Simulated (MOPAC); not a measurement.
Input file for MOPAC: PM3 on H6OSi (a complex), monomers drawn apart or pushed together.

```
PM3 1SCF PRECISE CHARGE=0 THREADS=1
H6OSi

O      0.46462237 1     0.31230193 1     0.34750096 1
H      0.07303512 1    -0.46952391 1    -0.05624283 1
H     -0.11752488 1     1.04178970 1     0.10951450 1
Si    -0.44443581 1    -0.27175971 1     4.59802900 1
H     -0.83292665 1    -1.48662056 1     3.84747929 1
H     -0.80670222 1    -0.47659815 1     6.02334435 1
H     -1.19947857 1     0.89858599 1     4.09743600 1
H      1.01001850 1    -0.03817985 1     4.50415792 1
```

It printed:

```
*******************************************************************************
 **                                                                           **
 **                              MOPAC v23.2.5                                **
 **                                                                           **
 *******************************************************************************
 ** MOPAC's Digital Object Identifier: https://doi.org/10.5281/zenodo.6511958 **
 **                                                                           **
 ** Please cite the open-source release paper for use of this MOPAC version:  **
 ** J. E. Moussa and J. J. P. Stewart (2026)                                  **
 ** MOPAC: An open-source semiempirical molecular orbital program             **
 ** J. Open Source Softw., 11(119), 8025, https://doi.org/10.21105/joss.08025 **
 *******************************************************************************

                              PM3 CALCULATION RESULTS

 *******************************************************************************
 *  PM3        - The PM3 Hamiltonian to be used
 *
 *
 *
 *                 CHARGE ON SYSTEM = 0
 *
 *
 *
 *  PRECISE    - TIGHTER CRITERIA TO BE USED
 *  1SCF       - DO 1 SCF AND THEN STOP
 *  THREADS=1  - MULTI-THREADING NOT USED
 *  T=         - A TIME OF 172800.0 SECONDS REQUESTED
 *  DUMP=N     - RESTART FILE WRITTEN EVERY 7200.0 SECONDS REQUESTED
 *******************************************************************************
PM3 1SCF PRECISE CHARGE=0 THREADS=1
 H6OSi

   ATOM   CHEMICAL          X               Y               Z
  NUMBER   SYMBOL      (ANGSTROMS)     (ANGSTROMS)     (ANGSTROMS)

     1       O          0.46462237  *   0.31230193  *   0.34750096  *
     2       H          0.07303512  *  -0.46952391  *  -0.05624283  *
     3       H         -0.11752488  *   1.04178970  *   0.10951450  *
     4      Si         -0.44443581  *  -0.27175971  *   4.59802900  *
     5       H         -0.83292665  *  -1.48662056  *   3.84747929  *
     6       H         -0.80670222  *  -0.47659815  *   6.02334435  *
     7       H         -1.19947857  *   0.89858599  *   4.09743600  *
     8       H          1.01001850  *  -0.03817985  *   4.50415792  *



          CARTESIAN COORDINATES

    NO.       ATOM           X           Y           Z

     1         O          0.4646      0.3123      0.3475
     2         H          0.0730     -0.4695     -0.0562
     3         H         -0.1175      1.0418      0.1095
     4        Si         -0.4444     -0.2718      4.5980
     5         H         -0.8329     -1.4866      3.8475
     6         H         -0.8067     -0.4766      6.0233
     7         H         -1.1995      0.8986      4.0974
     8         H          1.0100     -0.0382      4.5042

  H: (PM3): J. J. P. STEWART, J. COMP. CHEM. 10, 209 (1989).
  O: (PM3): J. J. P. STEWART, J. COMP. CHEM. 10, 209 (1989).
 Si: (PM3): J. J. P. STEWART, J. COMP. CHEM. 10, 209 (1989).

           Empirical Formula: H6 O Si  =     8 atoms



      MOLECULAR POINT GROUP   :   Cs


      RHF CALCULATION, NO. OF DOUBLY OCCUPIED LEVELS = 8


 -------------------------------------------------------------------------------
 PM3 1SCF PRECISE CHARGE=0 THREADS=1
 H6OSi



     1SCF WAS SPECIFIED, SO BFGS WAS NOT USED
     SCF FIELD WAS ACHIEVED


                              PM3 CALCULATION
                                                       MOPAC v23.2.5 Linux




          FINAL HEAT OF FORMATION =        -40.35856 KCAL/MOL =    -168.86020 KJ/MOL


          COSMO AREA              =        118.22 SQUARE ANGSTROMS
          COSMO VOLUME            =         98.16 CUBIC ANGSTROMS

          IONIZATION POTENTIAL    =         11.593676 EV
          HOMO LUMO ENERGIES (EV) =        -11.594  0.741
          NO. OF FILLED LEVELS    =          8
          MOLECULAR WEIGHT        =         50.1323         POINT GROUP:  Cs

          MOLECULAR DIMENSIONS (Angstroms)

            Atom       Atom       Distance
            H     6    H     3     6.14442
            H     2    H     7     2.50708
            H     5    H     8     2.28347


          SCF CALCULATIONS        =          1





   ATOM   CHEMICAL          X               Y               Z
  NUMBER   SYMBOL      (ANGSTROMS)     (ANGSTROMS)     (ANGSTROMS)

     1       O          0.46462237  *   0.31230193  *   0.34750096  *
     2       H          0.07303512  *  -0.46952391  *  -0.05624283  *
     3       H         -0.11752488  *   1.04178970  *   0.10951450  *
     4      Si         -0.44443581  *  -0.27175971  *   4.59802900  *
     5       H         -0.83292665  *  -1.48662056  *   3.84747929  *
     6       H         -0.80670222  *  -0.47659815  *   6.02334435  *
     7       H         -1.19947857  *   0.89858599  *   4.09743600  *
     8       H          1.01001850  *  -0.03817985  *   4.50415792  *

                             CARTESIAN COORDINATES

   1    O        0.464622370     0.312301930     0.347500960
   2    H        0.073035120    -0.469523910    -0.056242830
   3    H       -0.117524880     1.041789700     0.109514500
   4   Si       -0.444435810    -0.271759710     4.598029000
   5    H       -0.832926650    -1.486620560     3.847479290
   6    H       -0.806702220    -0.476598150     6.023344350
   7    H       -1.199478570     0.898585990     4.097436000
   8    H        1.010018500    -0.038179850     4.504157920


           Empirical Formula: H6 O Si  =     8 atoms



      MOLECULAR POINT GROUP   :   Cs


                  EIGENVALUES
 -36.55518 -17.34769 -16.63962 -14.56609 -12.26960 -11.74322 -11.73482 -11.59368
   0.74112   2.26557   2.32312   2.38173   4.06647   5.22197


              NET ATOMIC CHARGES AND DIPOLE CONTRIBUTIONS

  ATOM NO.   TYPE          CHARGE      No. of ELECS.   s-Pop       p-Pop
    1          O          -0.352451        6.3525     1.77301     4.57944
    2          H           0.176167        0.8238     0.82383
    3          H           0.176164        0.8238     0.82384
    4         Si           0.464251        3.5357     0.91486     2.62088
    5          H          -0.116759        1.1168     1.11676
    6          H          -0.121671        1.1217     1.12167
    7          H          -0.116991        1.1170     1.11699
    8          H          -0.108710        1.1087     1.10871
 DIPOLE           X         Y         Z       TOTAL
 POINT-CHG.    -0.730    -0.023    -0.622     0.960
 HYBRID        -0.672    -0.041    -0.402     0.784
 SUM           -1.402    -0.064    -1.024     1.738


          ATOMIC ORBITAL ELECTRON POPULATIONS

     Atom    s        px        py        pz
    1  O   1.77301   1.56614   1.20550   1.80780
    2  H   0.82383
    3  H   0.82384
    4 Si   0.91486   0.87741   0.87180   0.87167
    5  H   1.11676
    6  H   1.12167
    7  H   1.11699
    8  H   1.10871

 **********************
 *                    *
 * JOB ENDED NORMALLY *
 *                    *
 **********************




 == MOPAC DONE ==
```

The run finished.

Cost: about 0.03 core-seconds (a rough figure).
